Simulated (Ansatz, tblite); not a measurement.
Removing and adding an electron: Al₆As₆H₁₈, a cluster cut from wurtzite AlAs (hydrogen-capped). Total charge 0; singlet. Geometry: PBE-D4/def2-SVP. Ansatz, gas phase; energy differences of separate SCF runs; the oxidised species was run as a doublet alone; the reduced species was run as a doublet alone.

| atom | x (Å) | y (Å) | z (Å) |
| --- | --- | --- | --- |
| As1 | 2.7619 | -0.7668 | -0.4194 |
| Al2 | 2.1910 | 1.6740 | -0.1067 |
| Al3 | 0.1566 | 0.2271 | -3.3151 |
| As4 | 0.2466 | 2.0408 | -1.5608 |
| As5 | 1.2123 | 1.4280 | 2.2091 |
| Al6 | -1.6954 | 2.8570 | -0.1683 |
| Al7 | 0.9674 | -2.5445 | -0.4539 |
| As8 | -0.8088 | -1.5962 | -1.8592 |
| As9 | 0.1688 | -2.1699 | 1.9133 |
| Al10 | -0.8495 | 0.0295 | 2.6257 |
| Al11 | -2.9460 | -1.4527 | -0.5221 |
| As12 | -2.3746 | 0.6241 | 0.7955 |
| H13 | 3.6131 | -0.9105 | -1.6713 |
| H14 | 3.8233 | -1.1579 | 0.6081 |
| H15 | 3.4949 | 2.5939 | -0.1146 |
| H16 | 1.6891 | -0.1880 | -3.6144 |
| H17 | -0.8741 | 0.6218 | -4.4765 |
| H18 | 0.7467 | 3.2796 | -2.3034 |
| H19 | 2.3160 | 0.9730 | 3.1632 |
| H20 | 0.9852 | 2.8149 | 2.7902 |
| H21 | -1.0573 | 3.7043 | 1.0505 |
| H22 | -2.8540 | 3.4375 | -1.1105 |
| H23 | 1.5792 | -4.0046 | -0.6543 |
| H24 | -1.0147 | -2.7814 | -2.8021 |
| H25 | 1.3030 | -2.5186 | 2.8763 |
| H26 | -0.7843 | -3.2934 | 2.2899 |
| H27 | -1.2678 | 0.0195 | 4.1656 |
| H28 | -4.1933 | -1.1789 | -1.4897 |
| H29 | -2.9113 | -2.6792 | 0.5294 |
| H30 | -3.6241 | 0.9176 | 1.6255 |

The xTB rows come from tblite. Single mean-field runs in def2-TZVP are fitted with def2-universal-jkfit.

```
            level  −HOMO (eV)  vertical IE (eV)  −LUMO (eV)  vertical EA (eV)  HOMO–LUMO gap (eV)  IE − EA (eV)                       remarks
         GFN1-xTB       10.41             12.16        6.88              5.22                3.53          6.94                             –
         GFN2-xTB        9.64             11.48        7.19              5.45                2.45          6.03                             –
 PBE-D4/def2-TZVP        6.29                 –        2.55              0.99                3.73             –  HOMO above zero (-1 doublet)
PBE0-D4/def2-TZVP        7.32              8.59        1.83              0.80                5.48          7.79  HOMO above zero (-1 doublet)
```

Run but left out: PBE-D4/def2-TZVP (charge +1 doublet: an occupied level 0.02 eV above an empty one).   A HOMO above zero means that the electron is unbound at that level or that self-interaction error raises the level; the energy of removing that electron tells which. Raw xTB energy differences between charge states are shifted by several eV; the methods need an empirical correction for them. Sets without diffuse functions give affinities that are too small.
